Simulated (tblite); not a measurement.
Record of a relaxation.

C3H8BNO2.
Numbering: `[CH3:1][CH:2]([CH3:3])[O:4][BH:5][N:6]=[O:7]` (hydrogens: H8, H9, H10 on C1; H11 on C2; H12, H13, H14 on C3; H15 on B5)

Computed with GFN2-xTB (tblite), gas phase: L-BFGS steps from a force-field or distance-geometry start until the largest atomic force falls under 0.01 eV/Å. 8 of its 174 geometries are shown.

Step 0: E = -617.2010 eV, largest atomic force 4.019 eV/Å
```
atom  x, y, z in Å  |  force x, y, z in eV/Å
C1     -0.909    0.075    1.323   -0.275   0.142   0.650
C2     -0.388    0.164   -0.123   -0.523   0.175   0.371
C3     -1.535    0.047   -1.100   -1.167   0.084  -0.590
O4      0.513   -0.900   -0.374    2.838   1.273   0.802
B5      1.885   -0.537    0.037   -1.485  -0.213  -2.490
N6      2.809    0.093   -0.979   -2.686  -1.654   2.491
O7      3.928    0.390   -0.667    1.758   0.723  -0.393
H8     -0.081    0.217    2.053   -0.567  -0.190  -0.530
H9     -1.660    0.877    1.505    0.511  -0.573  -0.156
H10    -1.397   -0.911    1.510    0.474   0.766  -0.199
H11     0.071    1.166   -0.278    0.109  -0.442   0.118
H12    -2.272    0.875   -0.942    0.621  -0.699  -0.088
H13    -1.163    0.121   -2.132   -0.143  -0.087   0.371
H14    -2.066   -0.921   -0.986    0.396   0.612  -0.049
H15     2.259   -0.748    1.131    0.138   0.082  -0.308
```

Step 25: E = -618.5092 eV, largest atomic force 0.177 eV/Å
```
atom  x, y, z in Å  |  force x, y, z in eV/Å
C1     -0.945    0.105    1.328    0.013  -0.006   0.004
C2     -0.443    0.256   -0.107    0.049   0.017  -0.001
C3     -1.566    0.032   -1.115    0.037  -0.019   0.002
O4      0.580   -0.686   -0.367   -0.147  -0.066  -0.073
B5      1.877   -0.529    0.026    0.130   0.050  -0.044
N6      2.896    0.014   -0.624   -0.004  -0.006   0.032
O7      4.007    0.365   -0.917   -0.010  -0.029   0.045
H8     -0.118    0.222    2.023    0.019   0.013   0.044
H9     -1.700    0.852    1.554   -0.043   0.008  -0.025
H10    -1.369   -0.887    1.455   -0.029  -0.011   0.052
H11    -0.042    1.270   -0.250    0.020   0.082   0.025
H12    -2.321    0.803   -0.988   -0.061  -0.025  -0.029
H13    -1.171    0.077   -2.125    0.002   0.029  -0.028
H14    -2.011   -0.947   -0.965   -0.039  -0.024   0.017
H15     2.322   -0.939    1.050    0.063  -0.012  -0.021
```

Step 49: E = -618.5309 eV, largest atomic force 0.384 eV/Å
```
atom  x, y, z in Å  |  force x, y, z in eV/Å
C1     -0.986    0.215    1.348    0.064  -0.036  -0.179
C2     -0.441    0.279   -0.094   -0.048   0.033  -0.087
C3     -1.573    0.010   -1.096   -0.068  -0.057   0.007
O4      0.577   -0.697   -0.253    0.122   0.042   0.127
B5      1.915   -0.588   -0.031   -0.128  -0.238   0.123
N6      2.937    0.060   -0.582   -0.001   0.145   0.014
O7      4.066    0.470   -0.706   -0.231  -0.029   0.014
H8     -0.218    0.494    2.076   -0.193   0.080  -0.208
H9     -1.863    0.866    1.439    0.341  -0.147   0.096
H10    -1.280   -0.816    1.563   -0.024   0.192  -0.068
H11    -0.046    1.281   -0.333    0.063  -0.043   0.279
H12    -2.414    0.672   -0.868    0.216  -0.066  -0.166
H13    -1.233    0.180   -2.120   -0.055   0.014   0.190
H14    -1.928   -1.016   -1.024    0.106  -0.006   0.073
H15     2.483   -1.401    0.659   -0.165   0.115  -0.213
```

Step 74: E = -618.7299 eV, largest atomic force 0.183 eV/Å
```
atom  x, y, z in Å  |  force x, y, z in eV/Å
C1     -0.948    0.348    1.373    0.021  -0.012  -0.016
C2     -0.387    0.213   -0.043   -0.061   0.029  -0.063
C3     -1.476   -0.040   -1.091    0.040  -0.022  -0.030
O4      0.495   -0.897   -0.068   -0.113   0.050  -0.058
B5      1.835   -0.821   -0.154    0.084   0.065   0.036
N6      2.672    0.204   -0.319   -0.153  -0.098   0.021
O7      3.656    0.895   -0.383    0.111   0.084  -0.017
H8     -0.181    0.733    2.042   -0.009  -0.054   0.011
H9     -1.796    1.027    1.390   -0.005  -0.004  -0.002
H10    -1.258   -0.633    1.726   -0.068   0.031   0.014
H11     0.147    1.140   -0.305    0.040  -0.052   0.014
H12    -2.345    0.596   -0.932    0.112   0.052   0.003
H13    -1.072    0.145   -2.085   -0.073  -0.016   0.029
H14    -1.795   -1.077   -1.046   -0.002  -0.031   0.078
H15     2.450   -1.825   -0.126    0.076  -0.021  -0.020
```

Step 99: E = -618.7717 eV, largest atomic force 0.035 eV/Å
```
atom  x, y, z in Å  |  force x, y, z in eV/Å
C1     -0.942    0.307    1.361    0.006   0.004  -0.009
C2     -0.369    0.172   -0.050   -0.004   0.011  -0.013
C3     -1.474   -0.051   -1.080    0.001  -0.005   0.011
O4      0.512   -0.940   -0.095   -0.016   0.014  -0.002
B5      1.854   -0.807   -0.157    0.002  -0.009   0.010
N6      2.619    0.274   -0.319   -0.033   0.006   0.011
O7      3.542    1.046   -0.356    0.032   0.004  -0.001
H8     -0.137    0.449    2.078    0.003  -0.008   0.007
H9     -1.613    1.160    1.414    0.002   0.002  -0.009
H10    -1.491   -0.593    1.625    0.010  -0.010   0.000
H11     0.183    1.091   -0.302   -0.001  -0.001  -0.006
H12    -2.187    0.768   -1.053    0.015   0.000   0.000
H13    -1.048   -0.118   -2.079   -0.004  -0.004   0.014
H14    -1.992   -0.981   -0.861   -0.009  -0.009  -0.006
H15     2.537   -1.768   -0.150   -0.006   0.006  -0.007
```

Step 124: E = -618.7731 eV, largest atomic force 0.045 eV/Å
```
atom  x, y, z in Å  |  force x, y, z in eV/Å
C1     -0.923    0.307    1.353    0.007  -0.008  -0.010
C2     -0.374    0.172   -0.067    0.013   0.003  -0.012
C3     -1.494   -0.058   -1.080    0.001   0.007   0.011
O4      0.510   -0.936   -0.125   -0.008  -0.016  -0.004
B5      1.851   -0.799   -0.176    0.037   0.000   0.025
N6      2.624    0.285   -0.238   -0.011   0.001  -0.006
O7      3.559    1.044   -0.294   -0.006  -0.009   0.008
H8     -0.109    0.457    2.059    0.027   0.003  -0.007
H9     -1.601    1.153    1.417   -0.013  -0.002  -0.014
H10    -1.454   -0.600    1.628   -0.020  -0.010   0.005
H11     0.171    1.090   -0.331    0.000   0.024  -0.007
H12    -2.181    0.783   -1.071   -0.022   0.017  -0.005
H13    -1.080   -0.166   -2.080    0.000  -0.002   0.026
H14    -2.038   -0.964   -0.829    0.006  -0.013  -0.001
H15     2.536   -1.759   -0.188   -0.010   0.004  -0.009
```

Step 148: E = -618.7803 eV, largest atomic force 0.046 eV/Å
```
atom  x, y, z in Å  |  force x, y, z in eV/Å
C1     -0.765    0.328    1.279   -0.005  -0.007   0.010
C2     -0.386    0.178   -0.194    0.020  -0.007   0.009
C3     -1.614   -0.075   -1.065   -0.002  -0.001   0.007
O4      0.497   -0.920   -0.366    0.007  -0.010   0.000
B5      1.833   -0.804   -0.190   -0.011   0.039  -0.021
N6      2.595    0.272    0.008   -0.013  -0.003   0.011
O7      3.501    1.011    0.295    0.023   0.017   0.010
H8      0.099    0.626    1.869    0.001  -0.023  -0.024
H9     -1.543    1.078    1.392    0.016   0.009  -0.004
H10    -1.133   -0.623    1.658   -0.011   0.008  -0.002
H11     0.114    1.099   -0.531    0.002   0.011  -0.018
H12    -2.249    0.806   -1.077   -0.013  -0.023   0.005
H13    -1.303   -0.303   -2.081   -0.003   0.020  -0.007
H14    -2.178   -0.921   -0.680    0.003  -0.002   0.008
H15     2.528   -1.744   -0.339   -0.013  -0.028   0.016
```

Step 173: E = -618.7932 eV, largest atomic force 0.009 eV/Å
```
atom  x, y, z in Å  |  force x, y, z in eV/Å
C1     -0.610    0.399    1.175    0.001  -0.001  -0.002
C2     -0.402    0.213   -0.327   -0.003   0.001   0.001
C3     -1.711   -0.145   -1.027   -0.001   0.001  -0.001
O4      0.515   -0.834   -0.595    0.000   0.000   0.001
B5      1.825   -0.762   -0.256    0.005   0.007   0.001
N6      2.524    0.174    0.380   -0.005  -0.007  -0.001
O7      3.392    0.851    0.872    0.000   0.000  -0.001
H8      0.331    0.655    1.657   -0.003  -0.001  -0.001
H9     -1.325    1.197    1.358    0.001  -0.001  -0.001
H10    -0.987   -0.523    1.614    0.003   0.001   0.001
H11    -0.007    1.151   -0.749    0.000  -0.001   0.000
H12    -2.439    0.650   -0.890   -0.001   0.001  -0.001
H13    -1.537   -0.288   -2.090    0.001   0.000   0.001
H14    -2.109   -1.068   -0.614    0.002   0.001   0.001
H15     2.535   -1.663   -0.530    0.001   0.000   0.000
```

**Question.** Summarise the path.

**Answer.** The energy falls by 36.72 kcal/mol from step 0 to step 173; nine tenths of that is first reached at step 58. It rises by more than 0.2 meV at step 55. The largest force goes from 4.019 to 0.009 eV/Å. Among the bonds B5–N6 changes most, from 1.511 to 1.331 Å; the atoms move by 0.848 Å rms after alignment.

**Question.** Follow the three bonds and two angles with the largest change from start to end.

**Answer.** 
```csv
step,E above end (kcal/mol),largest force (eV/Å),B5–N6 (Å),O4–B5 (Å),C3–H12 (Å),B5–N6–O7 (°),O4–B5–N6 (°)
0,36.72,4.019,1.511,1.478,1.120,120.0,118.9
8,7.84,0.292,1.323,1.362,1.084,157.3,134.7
15,7.00,0.195,1.324,1.368,1.086,161.2,129.2
23,6.64,0.106,1.324,1.370,1.087,162.4,129.4
30,6.43,0.106,1.323,1.368,1.087,160.9,130.8
38,6.35,0.051,1.324,1.364,1.087,159.9,131.6
45,6.28,0.073,1.325,1.360,1.087,159.2,132.7
53,4.97,0.309,1.336,1.349,1.088,156.4,137.1
60,3.03,0.249,1.338,1.350,1.084,159.1,133.6
68,1.82,0.150,1.332,1.348,1.085,163.9,132.2
75,1.40,0.132,1.333,1.346,1.088,164.2,132.5
83,0.88,0.130,1.334,1.346,1.088,161.6,131.6
90,0.56,0.081,1.334,1.349,1.087,163.8,130.6
98,0.50,0.052,1.333,1.350,1.087,164.6,130.9
105,0.49,0.028,1.334,1.349,1.086,163.8,131.2
113,0.48,0.016,1.333,1.349,1.087,164.1,131.4
120,0.47,0.018,1.332,1.349,1.086,164.4,131.3
128,0.44,0.128,1.331,1.351,1.086,164.6,131.0
135,0.38,0.047,1.334,1.351,1.087,164.1,131.2
143,0.33,0.088,1.333,1.351,1.086,163.9,130.9
150,0.28,0.053,1.333,1.353,1.086,164.4,130.8
158,0.09,0.228,1.332,1.353,1.086,165.6,131.5
165,0.00,0.018,1.330,1.354,1.087,165.6,131.7
173,0.00,0.009,1.331,1.355,1.086,165.6,131.7
```

The cost below is that of the whole relaxation. The run took 1.4 s on an Arm Neoverse N1 with one thread, shared host.
